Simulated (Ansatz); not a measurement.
C3H4FInO, SMILES `C#C[O][In]([CH3])[F]`, relaxed with RKS PBE0-D4/def2-TZVP in the Gaussian-basis code of Ansatz from a GFN2-xTB geometry. The force threshold is 0.005 eV/Å; the program also tests the step.

Total charge 0; spin multiplicity 1. In takes the def2 core potential.

Start:

```xyz
10

C     3.429   -0.895   -0.192
C     2.249   -0.933    0.059
O     1.019   -1.005    0.338
In   -0.387    0.458   -0.152
C    -2.598    0.354    0.312
F     0.533    1.949   -1.120
H     4.459   -0.953   -0.369
H    -2.727    0.692    1.334
H    -3.082    1.013   -0.397
H    -2.896   -0.680    0.188
```

```json
{"step": "1", "energy (eV)": "-13107.4551", "largest force (eV/Å)": "1.198", "largest move (Å)": "0.000"}
{"step": "2", "energy (eV)": "-13107.6209", "largest force (eV/Å)": "0.686", "largest move (Å)": "0.161"}
{"step": "3", "energy (eV)": "-13107.6581", "largest force (eV/Å)": "0.133", "largest move (Å)": "0.062"}
{"step": "4", "energy (eV)": "-13107.6599", "largest force (eV/Å)": "0.086", "largest move (Å)": "0.016"}
{"step": "5", "energy (eV)": "-13107.6632", "largest force (eV/Å)": "0.065", "largest move (Å)": "0.036"}
{"step": "6", "energy (eV)": "-13107.6632", "largest force (eV/Å)": "0.056", "largest move (Å)": "0.033"}
{"step": "7", "energy (eV)": "-13107.6635", "largest force (eV/Å)": "0.009", "largest move (Å)": "0.013"}
{"step": "8", "energy (eV)": "-13107.6635", "largest force (eV/Å)": "0.003", "largest move (Å)": "0.007"}
{"step": "9", "energy (eV)": "-13107.6636", "largest force (eV/Å)": "0.006", "largest move (Å)": "0.014"}
{"step": "10", "energy (eV)": "-13107.6636", "largest force (eV/Å)": "0.016", "largest move (Å)": "0.028"}
{"step": "11", "energy (eV)": "-13107.6636", "largest force (eV/Å)": "0.015", "largest move (Å)": "0.009"}
{"step": "13", "energy (eV)": "-13107.6637", "largest force (eV/Å)": "0.027", "largest move (Å)": "0.030"}
{"step": "15", "energy (eV)": "-13107.6638", "largest force (eV/Å)": "0.022", "largest move (Å)": "0.012"}
{"step": "17", "energy (eV)": "-13107.6639", "largest force (eV/Å)": "0.035", "largest move (Å)": "0.025"}
{"step": "19", "energy (eV)": "-13107.6640", "largest force (eV/Å)": "0.009", "largest move (Å)": "0.023"}
{"step": "21 (rejected)", "energy (eV)": "-13107.6641", "largest force (eV/Å)": "0.050", "largest move (Å)": "0.030"}
{"step": "23", "energy (eV)": "-13107.6642", "largest force (eV/Å)": "0.008", "largest move (Å)": "0.026"}
{"step": "25", "energy (eV)": "-13107.6642", "largest force (eV/Å)": "0.011", "largest move (Å)": "0.019"}
{"step": "27", "energy (eV)": "-13107.6643", "largest force (eV/Å)": "0.010", "largest move (Å)": "0.002"}
{"step": "29", "energy (eV)": "-13107.6643", "largest force (eV/Å)": "0.003", "largest move (Å)": "0.013"}
{"step": "31", "energy (eV)": "-13107.6643", "largest force (eV/Å)": "0.002", "largest move (Å)": "0.014"}
```

End:

```xyz
10

C     3.332   -0.959   -0.211
C     2.142   -0.943   -0.028
O     0.880   -0.967    0.179
In   -0.409    0.559   -0.126
C    -2.469    0.326    0.286
F     0.580    2.081   -0.798
H     4.381   -0.971   -0.373
H    -2.729    0.950    1.141
H    -3.043    0.643   -0.583
H    -2.665   -0.720    0.512
```

Hardware: 4 threads of an Arm Neoverse V1 on a shared host. Wall time 2.5 min, peak host memory 0.67 GiB.
